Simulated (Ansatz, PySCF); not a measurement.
Complex: CH3F (SMILES CF) (first 5 atoms) with H2 (SMILES [H][H]); geometry from B3LYP-D3(BJ)/def2-TZVP.
(charge 0, multiplicity 1):
```xyz
7

C     -0.445    -0.671    -0.351
F     -0.202     0.623     0.098
H      0.104    -0.827    -1.281
H     -0.105    -1.375     0.409
H     -1.516    -0.788    -0.521
H      0.219     0.278     2.584
H      0.309    -0.048     3.248
```

Interaction energies are E(AB) − E(A) − E(B) at the monomers' geometry in the complex; basis-set methods are counterpoise corrected.

Cores are frozen in the correlated methods.

Run with Ansatz (a first-principles code); PySCF for the dispersion terms. Each number belongs to the level named beside it.

Task: What interaction energy does revPBE-D4/def2-TZVPPD give?

Result: -22 meV
